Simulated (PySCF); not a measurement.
# Electron correlation in Mg (magnesium, neutral)

[Ne] 3s1 4s1, high-spin 3S determinant (an excited configuration). Computed with PySCF 2.14 in aug-cc-pVTZ with one added diffuse shell each of s, p, d, f type (7s6p4d3f, 66 functions), with no relativity, point nucleus. Frozen: [Ne]; 2 electrons correlated.

With two correlated electrons CCSD is exact within the correlated space (frozen core and kept virtual orbitals).

```json
{"level": "CCSD", "correlation energy (mhartree)": "-4.13"}
```

Diagnostics: T1 = 0.020, D1 = 0.0406, largest double amplitude 0.052.

Question: Is a single reference adequate?

Answer: Yes: T1 lies below 0.03 and no double amplitude reaches 0.07.
